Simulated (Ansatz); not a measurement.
Two structures of Ge4H12F2, singlet, reached by relaxing down either side of one saddle point (PBE0-D4/def2-TZVP). Energies are electronic, without zero-point energy. Program: Ansatz 0.2.0. Basis: def2-TZVPP and def2-QZVPP. Cores are frozen in the correlated methods. Filled d shells of the heavier atoms are correlated. The def2 sets are not built for correlating such inner shells, so the correlated values are less sure here. Extrapolation: Hartree–Fock as exp(−7.88 √X), correlation as X^−2.97. First:

Ge1  (-0.735, -0.165, -0.778)
Ge2  (-0.986, 0.637, 1.499)
Ge3  (1.616, -0.445, -1.324)
Ge4  (-1.910, -2.279, -0.962)
H5  (-1.394, 0.872, -1.704)
H6  (1.664, 2.600, 0.450)
F7  (1.214, 2.637, -0.368)
H8  (1.489, 1.466, 2.253)
F9  (2.122, 2.125, 2.037)
H10  (-2.069, -0.108, 2.298)
H11  (0.334, 0.346, 2.284)
H12  (-1.230, 2.149, 1.600)
H13  (2.030, 0.476, -2.477)
H14  (2.479, -0.156, -0.086)
H15  (1.856, -1.909, -1.739)
H16  (-1.793, -2.841, -2.388)
H17  (-3.399, -2.112, -0.611)
H18  (-1.288, -3.290, 0.016)
(Å)

Second:

Ge1  (-0.661, 0.064, -1.117)
Ge2  (-1.294, 1.245, 0.902)
Ge3  (1.716, -0.416, -1.266)
Ge4  (-1.949, -1.997, -1.114)
H5  (-1.131, 0.938, -2.296)
H6  (1.371, 2.364, 1.053)
F7  (-0.222, 2.664, 1.077)
H8  (2.014, 0.161, 2.753)
F9  (2.223, 1.972, 0.987)
H10  (-1.068, 0.466, 2.207)
H11  (1.783, -0.367, 3.230)
H12  (-2.692, 1.884, 0.878)
H13  (1.863, -1.489, -2.360)
H14  (2.501, 0.835, -1.665)
H15  (2.204, -0.988, 0.068)
H16  (-1.749, -2.728, -2.450)
H17  (-3.446, -1.708, -0.917)
H18  (-1.464, -2.899, 0.031)
(Å)

Which bonds change from the first to the second?

Ge₄H₁₀ ([GeH3][GeH]([GeH3])[GeH3]) + HF + HF → Ge₄H₉F ([F][GeH2][GeH]([GeH3])[GeH3]) + HF + H₂; bonds formed: Ge2–F7, H6–F9, H8–H11; bonds broken: Ge2–H11, H6–F7, H8–F9.

Give the saddle point's structure and its height above each. (An estimate is asked for; the value comes from the calculation.)

The calculation gives: 40.54 kcal/mol above the first and 47.63 kcal/mol above the second (CCSD(T) at an estimated basis limit (MP2 extrapolated from triple and quadruple zeta, plus CCSD(T) − MP2 in triple zeta)).
Ge1  (-0.605, -0.015, -0.921)
Ge2  (-0.880, 0.831, 1.329)
Ge3  (1.749, -0.502, -1.261)
Ge4  (-1.956, -2.019, -1.157)
H5  (-1.087, 1.086, -1.880)
H6  (1.418, 2.250, 0.946)
F7  (0.305, 2.477, 0.635)
H8  (1.266, 1.061, 2.057)
F9  (2.279, 1.768, 1.416)
H10  (-1.213, -0.364, 2.283)
H11  (0.568, 0.709, 2.426)
H12  (-1.814, 1.964, 1.762)
H13  (1.879, -1.396, -2.507)
H14  (2.543, 0.792, -1.459)
H15  (2.271, -1.273, -0.040)
H16  (-1.909, -2.499, -2.616)
H17  (-3.419, -1.748, -0.766)
H18  (-1.396, -3.122, -0.247)
(Å)

The search had been set up for a ligand exchange through a proton shuttle (forming Ge1–F7, H6–F9, Ge2–H8, breaking Ge1–Ge2, H6–F7, H8–F9); from that guess it ended on this step instead.

The T1 diagnostic stays at or below 0.013.

Labels in which every atom is bracketed show which atoms are joined, not bond orders.

For scale, one of the runs: CCSD(T)/def2-TZVPP, 422 basis functions, launched by `ansatz run in.yaml --threads 4 --pin off --events-out ev --progress --plain --max-ram 63488MiB --backend cuda --devices 0, --max-vram 37GiB`. Hardware: 4 CPU threads of an AMD EPYC 7R13 and a share of one NVIDIA H100, shared host. Wall time 87 s; peak host memory 0.98 GiB.
